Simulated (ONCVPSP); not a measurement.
Bi (Z = 83): excitation energies, all-electron against ONCV

```
Element                 : bismuth
Generator               : ONCVPSP 4.0.1
Type                    : optimised norm-conserving Vanderbilt (ONCV)
Functional              : PBE
Relativity              : scalar-relativistic
Frozen core             : [Kr] 4d10 4f14
Valence charge          : 23
Reference configuration : 5s2 5p6 5d10 6s2 6p3
Partial waves           : 5s+6s: rc 1.40 bohr, ncon 3, nbas 8, qcut 7.5 1/bohr, 2 projectors; 5p+6p: rc 1.35 bohr, ncon 4, nbas 9, qcut 9.7 1/bohr, 2 projectors; 5d: rc 1.20 bohr, ncon 3, nbas 8, qcut 7.1 1/bohr, 2 projectors, debl 3.4 Ha
Local potential         : polynomial inside 0.95 bohr (lpopt 5, dvloc0 -1 Ha)
Core correction         : none
```

Energies are relative to the spin-unpolarised reference configuration 5s2 5p6 5d10 6s2 6p3; without spin polarisation the order of configurations can differ from experiment.

```tsv
valence configuration	charge	ΔE all-electron (eV)	error AE − PS (meV)
5s2 5p6 5d10 6s2 6p1	+2	23.161	-9.7
5s2 5p6 5d10 6s1 6p4	0	10.083	-2.8
```

**Question.** What are ΔE and the potential's error for 5s2 5p6 5d10 6s2 6p2?

**Answer.** ΔE = 7.913 eV all-electron; the error (AE − PS) is -3.2 meV.

**Question.** What are ΔE and the potential's error for 5s2 5p6 5d10 6s2 6p0?

**Answer.** ΔE = 46.503 eV all-electron; the error (AE − PS) is -20 meV.

Levels in the configuration 5s2 5p6 5d10 6s2 6p2:

```csv
level,all-electron (eV),pseudo (eV)
5s,-165.933,-165.936
5p,-104.000,-104.001
5d,-35.191,-35.191
6s,-22.110,-22.109
6p,-11.439,-11.439
```

Note: no bound ghost flagged; GHOST(+) flagged for s at 36.9 eV, p at 357.3 eV.
